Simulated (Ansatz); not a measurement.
```xyz
10

C     1.0418   -0.9702   -1.1218
S     1.4624    0.6124   -0.3279
Ti   -0.3561    0.8973    0.9688
O    -1.7508    0.3894    0.0193
Cl   -0.2031   -0.4085    2.7308
Cl   -0.4123    3.0042    1.5489
H     0.0561   -0.9195   -1.5821
H     1.7938   -1.1494   -1.8899
H     1.0742   -1.7797   -0.3937
H    -2.7060    0.3238    0.0475
```

Total charge 0; spin multiplicity 1.

(1) List the PBE0/def2-TZVPP orbital energies in eV (Ansatz). (An estimate is asked.)

## Answers

(1) Ansatz gave: Occupied: -4876.20, -2767.39, -2767.19, -2422.49, -546.53, -523.66, -456.21, -456.17, -456.15, -279.34, -259.25, -259.05, -217.84, -197.47, -197.43, -197.42, -197.27, -197.23, -197.22, -161.67, -161.56, -161.53, -67.70, -43.35, -43.09, -43.01, -28.07, -22.60, -22.36, -21.92, -17.80, -15.00, -12.61, -12.48, -11.07, -10.97, -10.76, -10.57, -10.38, -9.96, -9.64, -9.45, -9.08, -8.45, -7.45. Lowest empty: -2.89, -2.67, -1.94, -1.87, -1.66, 0.03, 0.86, 1.46.
